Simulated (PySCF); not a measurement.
Vibration and rotation of BeH

UHF-CCSD(T) constants of BeH, ²Σ⁺ (doublet), unpaired electrons σ ↑ (Be jorge-DZP-DKH, H jorge-DZP-DKH; spin-free X2C with a Gaussian nucleus (PySCF 2.14); masses 9.0122 and 1.0078 u):

| Property | Result |
| --- | --- |
| ωe | 2024.9 cm⁻¹ |
| ωexe | 36.1 cm⁻¹ |
| Be | 10.096 cm⁻¹ |
| αe | 0.299 cm⁻¹ |
| D (centrifugal) | 0.00100 cm⁻¹ |
| De to Be + H | 1.95 eV |

**Question.** Give the vibrational terms G(v) and spacings up to v = 6.

**Answer.** G(v) = ωe(v+½) − ωexe(v+½)².

```json
{"v": "0", "G(v) (cm⁻¹)": "1003", "G(v) − G(v−1)": "", "Bv (cm⁻¹)": "9.95"}
{"v": "1", "G(v) (cm⁻¹)": "2956", "G(v) − G(v−1)": "1953", "Bv (cm⁻¹)": "9.65"}
{"v": "2", "G(v) (cm⁻¹)": "4837", "G(v) − G(v−1)": "1880", "Bv (cm⁻¹)": "9.35"}
{"v": "3", "G(v) (cm⁻¹)": "6645", "G(v) − G(v−1)": "1808", "Bv (cm⁻¹)": "9.05"}
{"v": "4", "G(v) (cm⁻¹)": "8381", "G(v) − G(v−1)": "1736", "Bv (cm⁻¹)": "8.75"}
{"v": "5", "G(v) (cm⁻¹)": "10045", "G(v) − G(v−1)": "1664", "Bv (cm⁻¹)": "8.45"}
{"v": "6", "G(v) (cm⁻¹)": "11637", "G(v) − G(v−1)": "1592", "Bv (cm⁻¹)": "8.15"}
```

**Question.** How well does the Morse estimate ωe²/(4ωexe) reproduce De, and what is D0?

**Answer.** It gives 3.52 eV, 181 % of the computed De. D0 = De − G(0) = 1.95 − 0.12 = 1.83 eV.

Correlated steps freeze no core orbitals. Correlated levels converge slowly with the basis: in double zeta they bind strong bonds too weakly, by up to about 1 eV, and carry superposition errors of some tenths. The state was picked by a PBE0 search and need not be the measured ground state.
